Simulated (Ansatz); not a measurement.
Reaction (formal exchange of groups at a C–C bond): `CC(C)(C#N)C#N` + `F[SiH2]Cl` → `N#C[SiH](F)Cl` + `CC(C)C#N`

Calculated with Ansatz (gas phase, PBE0-D4/def2-TZVP geometries, no zero-point term in ΔE). CCSD(T)/CBS is the MP2 limit (def2-TZVPP, def2-QZVPP) plus CCSD(T) − MP2 in def2-TZVPP, frozen cores. This one scheme is used for every species. DFT in def2-TZVPP. B3LYP here is the variant with VWN-RPA as its local correlation; programs differ in this. HSE06 is defined as in plane-wave codes.

`CC(C)(C#N)C#N`:

Cartesian coordinates in Å:
```
C 1.065 -0.875 0.254
C -0.143 -0.053 -0.227
C -0.444 1.107 0.735
C 0.142 0.487 -1.563
N 0.402 0.933 -2.589
C -1.319 -0.928 -0.314
N -2.235 -1.620 -0.335
H 1.940 -0.227 0.313
H 0.852 -1.282 1.243
H 1.276 -1.696 -0.429
H 0.427 1.761 0.795
H -0.662 0.706 1.725
H -1.300 1.687 0.391
```

`F[SiH2]Cl`:

Z-matrix (Å, degrees):
```
Si
F 1 1.589
Cl 1 2.036 2 108.8
H 1 1.475 2 108.3 3 -118.2
H 1 1.475 2 108.3 3 118.2
```

`N#C[SiH](F)Cl`:

Cartesian coordinates in Å:
```
N 0.218 1.664 -1.791
C 0.090 0.870 -0.967
Si -0.147 -0.355 0.384
F -0.474 -1.740 -0.300
Cl 1.574 -0.490 1.425
H -1.261 0.051 1.249
```

`CC(C)C#N`:

Cartesian coordinates in Å:
```
C -0.092 1.154 0.705
C 0.269 0.110 -0.351
C 0.281 -1.308 0.218
C -0.649 0.195 -1.483
N -1.384 0.258 -2.365
H -0.084 2.161 0.287
H -1.087 0.960 1.111
H 0.629 1.111 1.523
H 1.265 0.339 -0.746
H 0.552 -2.040 -0.543
H -0.703 -1.571 0.611
H 1.005 -1.369 1.033
```

```csv
level,ΔE (kJ/mol),difference from CCSD(T)/CBS
LDA (SPW92),-55.7,9.2
PBE-D4,-62.4,2.5
r2SCAN-D4,-66.6,-1.7
B97M-V,-68.9,-4.0
B3LYP-D4,-65.8,-0.9
r2SCANh-D4,-66.4,-1.5
r2SCAN0-D4,-65.9,-1.0
HSE06-D4,-63.1,1.8
BHLYP-D4,-66.8,-1.9
CAM-B3LYP-D4,-64.8,0.1
ωB97M-V,-65.7,-0.8
B2PLYP,-66.7,-1.8
PBE-QIDH,-63.0,1.9
PBE,-64.4,0.5
revPBE,-67.3,-2.4
BLYP,-69.5,-4.6
r2SCAN,-67.3,-2.4
PBE0,-64.6,0.3
B3LYP,-68.8,-3.9
r2SCANh,-67.1,-2.2
r2SCAN0,-66.7,-1.8
HSE06,-64.7,0.2
BHLYP,-68.4,-3.5
CAM-B3LYP,-66.6,-1.7
LC-ωPBE,-63.7,1.2
RPA@PBE/def2-TZVPP,-60.7,4.2
HF/def2-SVP,-61.3,3.6
MP2/def2-SVP,-52.9,12.0
CCSD/def2-SVP,-54.8,10.1
CCSD(T)/def2-SVP,-53.0,11.9
HF/def2-TZVPP,-69.0,-4.1
MP2/def2-TZVPP,-60.8,4.1
SCS-MP2/def2-TZVPP,-61.6,3.3
CCSD/def2-TZVPP,-64.5,0.4
HF/def2-QZVPP,-69.1,-4.2
MP2/def2-QZVPP,-61.8,3.1
SCS-MP2/def2-QZVPP,-62.7,2.2
HF/CBS(def2),-69.1,-4.2
MP2/CBS(def2),-62.5,2.4
CCSD/CBS(def2),-66.2,-1.3
CCSD(T)/CBS,-64.9,0
```

Question: What do rigid-rotor, harmonic-oscillator terms from PBE0-D4/def2-TZVP frequencies (298.15 K, 1 bar) make of the CCSD(T)/CBS value? (Estimate.)

Answer: Ansatz gave: ΔZPE = +5.6 kJ/mol, ΔH = -58.6 kJ/mol, ΔS = 15 J/(mol·K), ΔG = -63.0 kJ/mol.

Largest T1 diagnostic among the species: 0.012.

Leaving LDA and LC-ωPBE aside and taking each functional with its dispersion term where it has one, the values, not all of them listed here, spread over 7.2 kJ/mol, from B97M-V to revPBE-D4. LDA lies +8.7 kJ/mol from PBE without D4. In def2-TZVPP, CCSD(T) changes the Hartree–Fock value by +5.8 kJ/mol (the triples alone add +1.3 kJ/mol) and MP2 by +8.2 kJ/mol.
